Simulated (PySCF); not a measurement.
A GIAO shielding run with PySCF 2.14 (density fitting, non-relativistic, gas phase) on SMILES O(C)CC1=CC=C[C@]1(C)F, C8H11FO:

```
$ OMP_NUM_THREADS=1 python probes_run.py task.json out

{"job": {"kind": "nmr", "xc": "PBE0", "basis": "pcSseg-1"}, "charge": 0, "multiplicity": 1}
C      2.908871    -0.598519    -0.661897
O      2.460273    -0.013302     0.537044
C      1.279312     0.736915     0.392985
C      0.039588    -0.088902     0.270489
C     -0.157529    -1.387858     0.526426
C     -1.535894    -1.746371     0.215611
C     -2.191395    -0.674723    -0.233490
C     -1.274902     0.522732    -0.181530
C     -1.786294     1.573049     0.804511
F     -1.144630     1.134896    -1.422082
H      3.169728     0.169943    -1.400522
H      2.154986    -1.262488    -1.097126
H      3.797694    -1.172618    -0.407799
H      1.216377     1.358336     1.295477
H      1.349113     1.408078    -0.479038
H      0.575370    -2.081543     0.896100
H     -1.929638    -2.740214     0.330932
H     -3.211737    -0.598602    -0.556281
H     -1.096798     2.413330     0.834539
H     -2.761525     1.929253     0.481145
H     -1.869890     1.135551     1.795078
```

Hardware: 1 thread of an Arm Neoverse V2, shared host. The job also computes population analyses, field gradients, ring-centre shieldings.

(1) How large is the calculation?

(2) How long does it take, and how much memory does it need?

## Answers

(1) 76 electrons, 225 basis functions and 1160 auxiliary functions.

(2) 36 s of wall time, with 14 SCF cycles and 5 response iterations; peak memory 0.94 GiB. Times on a shared host scatter by some tens of per cent.
